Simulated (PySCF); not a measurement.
**Atomic charges by several schemes**

Compound: (CF3)3CH, C4HF9.
Atom-mapped SMILES: `[F:1][C:2]([F:3])([F:4])[CH:5]([C:6]([F:7])([F:8])[F:9])[C:10]([F:11])([F:12])[F:13]` (hydrogens: H14 on C5)

Cartesian coordinates in Å at the PBE0-D3(BJ)/def2-SVP level; atoms count from 1:
```xyz
14
C4HF9 angstrom
F     -0.4868    0.4711    1.9984
C     -0.2174    1.1494    0.8901
F      0.8785    1.8714    1.1020
F     -1.2188    1.9930    0.6606
C     -0.0263    0.2153   -0.3110
C     -1.1434   -0.8309   -0.4109
F     -1.1944   -1.3267   -1.6426
F     -2.3256   -0.2809   -0.1469
F     -0.9543   -1.8342    0.4374
C      1.3679   -0.4232   -0.3320
F      1.6911   -0.9319    0.8512
F      1.4225   -1.3990   -1.2334
F      2.2823    0.4822   -0.6626
H     -0.1005    0.8404   -1.2121
```

Density: PBE0/pcSseg-1 (PySCF); schemes: Mulliken, IAO, Hirshfeld and ESP-fitted. Isolated species at its PBE0-D3(BJ)/def2-SVP geometry, gas phase.

Problem. Tabulate the Mulliken, IAO, Hirshfeld and ESP-fitted charges.

Solution. In e:

| atom | environment | Mulliken | IAO | Hirshfeld | ESP-fitted |
| --- | --- | --- | --- | --- | --- |
| F1 | fluorine of a CF3 group | -0.244 | -0.263 | -0.081 | -0.137 |
| C2 | CF3 carbon | +0.882 | +0.817 | +0.254 | +0.537 |
| F3 | fluorine of a CF3 group | -0.249 | -0.266 | -0.079 | -0.146 |
| F4 | fluorine of a CF3 group | -0.250 | -0.267 | -0.081 | -0.155 |
| C5 | sp3 CH carbon | -0.623 | -0.269 | -0.105 | -0.574 |
| C6 | CF3 carbon | +0.881 | +0.817 | +0.254 | +0.544 |
| F7 | fluorine of a CF3 group | -0.249 | -0.267 | -0.081 | -0.156 |
| F8 | fluorine of a CF3 group | -0.249 | -0.267 | -0.079 | -0.149 |
| F9 | fluorine of a CF3 group | -0.244 | -0.263 | -0.080 | -0.139 |
| C10 | CF3 carbon | +0.881 | +0.818 | +0.254 | +0.517 |
| F11 | fluorine of a CF3 group | -0.244 | -0.264 | -0.081 | -0.133 |
| F12 | fluorine of a CF3 group | -0.249 | -0.267 | -0.079 | -0.141 |
| F13 | fluorine of a CF3 group | -0.249 | -0.267 | -0.081 | -0.149 |
| H14 | methine hydrogen | +0.205 | +0.207 | +0.063 | +0.282 |

Mean size of the charges over all atoms: Mulliken 0.407 e, IAO 0.380 e, ESP-fitted 0.269 e, Hirshfeld 0.118 e. Each set sums to the total charge, 0, to within 0.001 e. The Mulliken scheme gives each basis function's population to the atom it is centred on and halves the overlap population of two atoms between them. The IAO scheme projects the occupied orbitals on a minimal set of polarised atomic orbitals and counts the electrons in each atom's part of it.

Lowest charge. All schemes agree: Mulliken C5 (-0.623); IAO C5 (-0.269); Hirshfeld C5 (-0.105); ESP-fitted C5 (-0.574).

Highest charge. All schemes pick atoms of one kind: Mulliken C2 (+0.882); IAO C10 (+0.818); Hirshfeld C2, C6 and C10 (+0.254); ESP-fitted C6 (+0.544).

Problem. How many electrons does the Mulliken scheme count on F8?

Solution. Z − q = 9 − (-0.249) ≈ 9.250.

Problem. Sum the charges by element, for elements with more than one atom.

Solution. 
| element | atoms | Mulliken | IAO | Hirshfeld | ESP-fitted |
| --- | --- | --- | --- | --- | --- |
| F | 9 | -2.226 | -2.390 | -0.720 | -1.306 |
| C | 4 | +2.021 | +2.183 | +0.657 | +1.024 |
